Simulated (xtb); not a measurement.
C2H3O (SMILES [CH2-]C=O), charge -1, singlet, at a GFN2-xTB geometry. Base run: GFN2-xTB (xtb).

Geometry (Å):
```xyz
6

O      1.1412     0.2728    -0.3783
C      0.0140     0.3090     0.1901
H     -0.1913     1.2075     0.8617
C     -1.0188    -0.5641     0.1335
H     -1.9352    -0.3930     0.6858
H     -0.9742    -1.4659    -0.4625
```
Charge -1, spin multiplicity 1.
All else is at xtb's defaults.
Base energy -10.02130 Eh.

Each row names what was changed in the base input (with any setting that the change needs).

| change | ΔE vs base (kJ/mol) | HOMO-LUMO gap (eV) | G_solv (kcal/mol) | SCF cycles |
|---|---|---|---|---|
| base | 0.00 | 4.83 | - | 11 |
| gbsa = acetonitrile | -264.0 | 4.83 | -63.62 | 10 |
| alpb = water | -280.2 | 4.84 | -68.20 | 11 |
| acc = 30 | 0.00 | 4.83 | - | 8 |
| alpb = acetone | -236.7 | 4.82 | -56.81 | 11 |
| acc = 1000 | 0.04 | 4.83 | - | 5 |
| file = coord | 0.00 | 4.83 | - | 11 |
| gbsa = thf | -235.6 | 4.82 | -56.84 | 10 |
| etemp = 1000 | 0.00 | 4.83 | - | 11 |

ALPB and GBSA are two models with their own fitted parameters for each solvent, which aren't always the measured dielectric constant.
